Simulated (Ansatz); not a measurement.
Input and output for `Cl[CH2][SnH3]`.

```yaml
crystal:
  periodic: [false, false, false]
  atoms:
    - {symbol: Cl, position_ang: [-2.283564, 0.187866, -0.466503]}
    - {symbol: C, position_ang: [-0.560930, 0.287240, -0.910511]}
    - {symbol: Sn, position_ang: [0.687041, -0.261906, 0.761952]}
    - {symbol: H, position_ang: [-0.360246, 1.309189, -1.227461]}
    - {symbol: H, position_ang: [-0.398458, -0.381489, -1.754026]}
    - {symbol: H, position_ang: [0.369080, 0.812110, 2.044736]}
    - {symbol: H, position_ang: [2.325894, -0.147825, 0.287639]}
    - {symbol: H, position_ang: [0.313283, -1.862284, 1.208376]}
basis:
  gaussian: {orbitals: def2-TZVPD}
hamiltonian: {xc: {name: BHLYP}}
accuracy: high
```

```sh
$ ansatz run in.yaml --threads 2 --pin off --events-out ev --progress --plain --max-ram 4352MiB
```

It prints (some lines left out):

```
Functional definition: BHLYP
3267 factors; integrals over basis functions are off by at most 3.9e-9 eV
mean field evaluation 1: about -19467.8343 eV, gradient 3.0e1 eV
mean field evaluation 2: about -19467.7446 eV, gradient 2.9e1 eV
mean field evaluation 4: about -19469.8147 eV, gradient 8.5e-1 eV
mean field evaluation 8: about -19469.9875 eV, gradient 1.2e-1 eV
mean field evaluation 16: about -19469.9875 eV, gradient 7.8e-5 eV
mean field -19469.98752771 eV, -715.5088444119 hartree, gradient 4.3e-8 eV, S^2 0.000000; 0 other end points of the search recorded, 0 dependent functions left out
reference -19469.98755891 eV, -715.5088455584 hartree; 25, 25 occupied and 159, 159 virtual orbitals, 3267 factors
Total energy: -19469.98755891 eV, -715.5088455584 hartree
```

Hardware: 2 threads of an Arm Neoverse V2 on a shared host. Wall time 15 s, peak host memory 0.98 GiB.
